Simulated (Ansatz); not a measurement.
Calculated with Ansatz (gas phase, PBE0-D4/def2-TZVP geometries, no zero-point term in ΔE). CBS: MP2 limit from def2 TZ/QZ plus the TZ coupled-cluster correction, frozen cores. This one scheme is used for every species. Functionals use def2-TZVPP. One conformer a species, not always the lowest.

Consider the ligand exchange at the Si–O bond: `F[Si](Cl)(Cl)O[SiH3]` + H–F → `F[Si](F)(Cl)Cl` + `O[SiH3]`.

```tsv
species	r2SCAN0 energy (Eh)
`F[Si](Cl)(Cl)O[SiH3]`	-1676.43505
H–F	-100.43389
`F[Si](F)(Cl)Cl`	-1409.75785
`O[SiH3]`	-367.11696
```

(1) Work out ΔE.

Largest T1 diagnostic among the species: 0.011.

## Answers

(1) ΔE = (-1409.75785) + (-367.11696) − (-1676.43505) − (-100.43389) = -0.00587 Eh = -15.4 kJ/mol. CCSD(T)/CBS gives -8.2 kJ/mol.

Leaving LDA and LC-ωPBE aside and taking each functional with its dispersion term where it has one, the values, not all of them listed here, spread over 15.2 kJ/mol, from B97M-V to BHLYP-D4. LDA lies +5.6 kJ/mol from PBE without D4. From BLYP to BHLYP (50 % exact exchange), in def2-TZVPP and without D4, ΔE moves by +9.2 kJ/mol. In def2-TZVPP, CCSD(T) changes the Hartree–Fock value by +4.4 kJ/mol (the triples alone add +0.5 kJ/mol) and MP2 by +6.4 kJ/mol.
